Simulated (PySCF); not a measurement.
BrH₃S₃Ti, multiplicity 1.

```xyz
8

Ti    -0.2918     0.1932    -0.0505
Br     1.6710    -1.0504     0.1657
S     -0.2967     2.0782     1.1616
H      0.0374     1.3396     2.2526
S     -0.6259     0.8718    -2.1700
H     -1.9608     0.7779    -1.9499
S     -2.1064    -0.9241     0.6956
H     -1.6802    -2.0206     0.0156
```

The structure is a stationary point at PBE0-D3(BJ)/def2-SVP. The spin state was assumed, not searched. The values are those of a single conformer.

Level of theory: PBE/pcSseg-1 (PySCF). Non-relativistic, no solvent.

Question: Give the absolute GIAO shielding of each atom: isotropic value and principal components (ppm). (An estimate is asked for; the answer gives what the named calculation found.)

Answer: 
| atom | σ(iso) | σ11 | σ22 | σ33 | span |
|---|---|---|---|---|---|
| Ti1 | -1725.9 | -1776.9 | -1738.0 | -1662.9 | 114.1 |
| Br2 | 965.8 | 27.3 | 391.0 | 2479.3 | 2452.0 |
| S3 | -22.0 | -1048.0 | 331.6 | 650.5 | 1698.5 |
| H4 | 23.7 | 17.1 | 25.0 | 29.1 | 12.0 |
| S5 | 13.2 | -1033.5 | 425.8 | 647.3 | 1680.8 |
| H6 | 22.7 | 17.0 | 25.3 | 26.0 | 9.1 |
| S7 | 70.3 | -785.4 | 334.7 | 661.6 | 1447.0 |
| H8 | 24.8 | 19.2 | 26.0 | 29.2 | 10.0 |
